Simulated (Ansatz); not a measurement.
Ansatz (a quantum-chemistry and plane-wave program) input (PBE/6-31G* with LANL2DZ past Ar): The .json file joins the Basis Set Exchange's 6-31G* for atoms up to Ar and LANL2DZ past it.

Ansatz 0.2 input:
```yaml
crystal:
  periodic: [false, false, false]
  atoms:
    - {symbol: Br, position_ang: [-0.00000000, -0.00000000, -0.04054719]}
    - {symbol: H, position_ang: [0.00000000, 0.00000000, 1.41915152]}
basis:
  gaussian:
    orbitals: 6-31Gs+LANL2DZ.json
hamiltonian:
  xc: {name: PBE}
total_charge: 1
magnetization: {spin_polarized: true, initial_magnetization: 1}
output: {forces: true}
```

From the last part of the output:

```
WARN ansatz: RAYON_NUM_THREADS=1 ignored (pool sized by the plan → 1); use --threads N
Functional definition: PBE
integrals: 0.00 GiB planned
162 factors; integrals over basis functions are off by at most 4.1e-4 eV
mean field: 0.05 GiB planned
mean field evaluation 1: about -361.9304 eV, gradient 7.3e0 eV
mean field evaluation 2: about -362.0337 eV, gradient 6.4e0 eV
mean field evaluation 4: about -362.3722 eV, gradient 6.2e-1 eV
mean field evaluation 8: about -362.3653 eV, gradient 9.3e-3 eV
mean field evaluation 16: about -362.3652 eV, gradient 1.9e-2 eV
mean field -362.36525308 eV, -13.3166774306 hartree, gradient 4.4e-5 eV, S^2 0.750783; 3 other end points of the search recorded, 0 dependent functions left out
the calculation of the forces begins
reference -362.36527056 eV, -13.3166780730 hartree; 4, 3 occupied and 6, 7 virtual orbitals, 162 factors
Total energy: -362.36527056 eV, -13.3166780730 hartree
Atom 0 at    -0.000000    -0.000000    -0.040547 Å, force     0.000000    -0.000000    -0.876242 eV/Å
Atom 1 at     0.000000     0.000000     1.419152 Å, force    -0.000000     0.000000     0.876242 eV/Å
Dipole moment:     0.000000    -0.000000     0.409259 e Å
```

The dipole moment of an ion depends on the origin.
